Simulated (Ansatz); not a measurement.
Consider the substitution at a C–Si bond: `CO[SiH](C)N` + `[NH2][SnH]([F])[Cl]` → `C[NH][SnH]([F])[Cl]` + `CO[SiH2]N`.

Calculated with Ansatz (gas phase, PBE0-D4/def2-TZVP geometries, no zero-point term in ΔE). CCSD(T)/CBS is the MP2 limit (def2-TZVPP, def2-QZVPP) plus CCSD(T) − MP2 in def2-TZVPP, frozen cores. This one scheme is used for every species. Elements past krypton have def2 core potentials. For Sn outer-core shells are correlated without core-valence functions, which leaves a few kJ/mol of doubt a bond. One conformer a species, not always the lowest.

`CO[SiH](C)N`:

```xyz
14

C    -0.743   -1.333   -1.319
O     0.397   -0.512   -1.293
Si    0.829    0.395    0.016
C    -0.482    1.658    0.412
N     1.093   -0.509    1.444
H    -1.666   -0.742   -1.334
H    -0.777   -2.007   -0.454
H    -0.712   -1.940   -2.226
H     2.104    1.002   -0.431
H    -0.740    2.235   -0.478
H    -0.132    2.354    1.179
H    -1.397    1.186    0.780
H     1.827   -1.190    1.536
H     0.399   -0.598    2.165
```

`[NH2][SnH]([F])[Cl]`:

Z-matrix (Å, degrees):
```
Sn
F 1 1.920
Cl 1 2.305 2 105.4
N 1 1.996 2 110.0 3 -113.9
H 1 1.691 2 106.0 3 119.4
H 4 1.012 1 112.3 2 77.6
H 4 1.013 1 113.8 2 -46.0
```

`C[NH][SnH]([F])[Cl]`:

```xyz
10

C     0.506    0.439    1.320
N     0.849   -0.241    0.078
Sn   -0.500   -0.317   -1.384
F    -0.889    1.524   -1.710
Cl   -2.550   -1.147   -0.673
H    -0.205   -0.107    1.952
H     1.415    0.616    1.902
H     0.074    1.416    1.093
H     1.312   -1.124    0.246
H    -0.012   -1.058   -2.824
```

`CO[SiH2]N`:

```xyz
11

C    -0.816   -1.356    0.699
O     0.461   -1.054    0.194
Si    0.751    0.250   -0.767
N     0.454    1.782   -0.079
H    -1.164   -0.587    1.397
H    -1.556   -1.455   -0.106
H    -0.761   -2.307    1.232
H    -0.139    0.184   -1.958
H     2.187    0.115   -1.092
H    -0.425    2.258   -0.185
H     1.009    2.170    0.665
```

```json
{"species": "`CO[SiH](C)N`", "CCSD/def2-TZVPP energy (Eh)": "-500.38546"}
{"species": "`[NH2][SnH]([F])[Cl]`", "CCSD/def2-TZVPP energy (Eh)": "-829.65174"}
{"species": "`C[NH][SnH]([F])[Cl]`", "CCSD/def2-TZVPP energy (Eh)": "-868.86827"}
{"species": "`CO[SiH2]N`", "CCSD/def2-TZVPP energy (Eh)": "-461.13559"}
```

**Question.** Work out ΔE.

**Answer.** ΔE = (-868.86827) + (-461.13559) − (-500.38546) − (-829.65174) = 0.03334 Eh = +87.5 kJ/mol. CCSD(T)/CBS gives +88.6 kJ/mol.

Largest T1 diagnostic among the species: 0.013.

In def2-TZVPP, CCSD(T) changes the Hartree–Fock value by +6.3 kJ/mol (the triples alone add +0.3 kJ/mol) and MP2 by +9.3 kJ/mol.
